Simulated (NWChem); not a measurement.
# CH$_{3}$AlF$_{2}$S; SMILES [F][Al]([F])[S]C

```xyz
8

Al     0.0001     0.8244     0.0000
F      0.9520     2.1699    -0.0004
F     -1.6427     1.0131     0.0002
S      0.8510    -1.1629     0.0004
C     -0.6981    -2.1929     0.0005
H     -1.5958    -1.5735     0.0015
H     -0.6882    -2.8221     0.8920
H     -0.6893    -2.8208    -0.8921
```
Atoms are numbered in this order, from 1.

Computed with NWChem. Geometry: optimised at B3LYP/6-31G* (spherical d). GIAO values for the isolated, static molecule; σ is the absolute isotropic shielding, δ = σ(reference) − σ with the isolated reference molecule computed at the same levels (13C: tetramethylsilane, 19F: trichlorofluoromethane, 1H: tetramethylsilane).

Question: Predict the results for PBE/pcSseg-1. Quantities: σ Al1 (ppm); δ F2 (ppm); δ F3 (ppm); σ S4 (ppm); δ C5 (ppm); δ H6 (rotor mean) (ppm).

Answer: 
```
Property                  Value
-----------------------  ------
σ Al1 (ppm)               438.8
δ F2 (ppm)               -194.4
δ F3 (ppm)               -205.3
σ S4 (ppm)                699.6
δ C5 (ppm)                 12.9
δ H6 (rotor mean) (ppm)    2.16
```
